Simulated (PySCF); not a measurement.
Compound: C5H6NO2 (doublet state).
Geometry (GFN2-xTB, Å), atoms numbered from 1 in this order:
```xyz
14
C5H6NO2 angstrom
O      3.010   -0.696    1.230
C      2.905   -0.192    0.147
N      1.844    0.167   -0.579
C      0.512   -0.018   -0.207
C     -0.119   -0.516    0.857
C     -1.486   -0.318    0.231
O     -2.399    0.511    0.881
C     -0.729    0.280   -1.003
H      2.001    0.581   -1.488
H      0.193   -0.914    1.802
H     -2.027   -1.239    0.008
H     -1.936    1.291    1.210
H     -0.931    1.335   -1.177
H     -0.839   -0.274   -1.934
```

The hyperfine couplings belong to this conformer and change with its torsions.

Identity: `O=[C]NC1=C[C@@H](O)C1` [radical].

Computed with UKS B3LYP, pcH-1 on C H N O, non-relativistic, mean-field spin-orbit, GIAO (PySCF 2.14.0). Geometry: GFN2-xTB, one conformer, isolated molecule. A GFN2-xTB geometry isn't a minimum of the functional, and hyperfine couplings can be far from their values at a DFT geometry. No stability test was run, so a lower SCF solution isn't excluded.

Q: Break the g tensor into its mass correction, gauge correction and orbital-Zeeman/spin–orbit terms.

A: 
```tsv
Δg (ppm)	1	2	3
relativistic mass correction	-241	-241	-241
gauge correction	45	22	-165
orbital Zeeman/spin–orbit	-3728	-201	2283
total	-3923	-419	1877
```

So g = 1.99840, 2.00190, 2.00420 and g_iso = 2.00150; the tensor is rhombic: the two nearest values differ by 40 % of g3 − g1. 

Q: What are the electron Larmor frequencies g μB B/h along the three axes at 330 mT?

A: 9.2301, 9.2463, 9.2569 GHz for g1, g2 and g3, a range of 26.8 MHz.

Q: At 9.73 GHz, how far is the centre of the isotropic spectrum from where a free electron (g = 2.002319) resonates?

A: B = hν/(g μB) with μB/h = 13.99624 MHz/mT gives 347.19 mT for the free electron and 347.33 mT at g_iso, 0.14 mT higher.

Q: What effective moment and Curie constant follow for a powder?

A: With the mean of g² = 4.0060 and S(S+1) = 0.75: μ_eff = √(⟨g²⟩S(S+1)) = 1.733 μB and χT = 0.12505·⟨g²⟩·S(S+1) = 0.376 cm³ K/mol (cgs; spin-Hamiltonian part alone).

Q: In a frozen sample, at which fields do the three g values resonate at 9.5, 34, 94 and 263 GHz (hyperfine left aside), and which band first spreads them over more than twice a line width of 1.0 mT?

A: 
| band | GHz | B(g3) mT | B(g2) mT | B(g1) mT | spread mT |
| --- | --- | --- | --- | --- | --- |
| X | 9.5 | 338.67 | 339.05 | 339.65 | 0.98 |
| Q | 34.0 | 1212.07 | 1213.46 | 1215.59 | 3.52 |
| W | 94.0 | 3351.01 | 3354.86 | 3360.74 | 9.73 |
| J | 263.0 | 9375.71 | 9386.46 | 9402.92 | 27.21 |

The spread grows in proportion to the frequency. Q band is the first where it exceeds 2.0 mT.

The Mulliken spin populations are largest on C2 (+0.68) and O1 (+0.28).

The HOMO–LUMO gaps are 5.08 eV among the α and 4.83 eV among the β orbitals.

The run took 37 s (grids of density and orbitals included) on an Intel Xeon 6975P-C with one thread, on a shared host, and the process peaked at 1.0 GiB of memory.
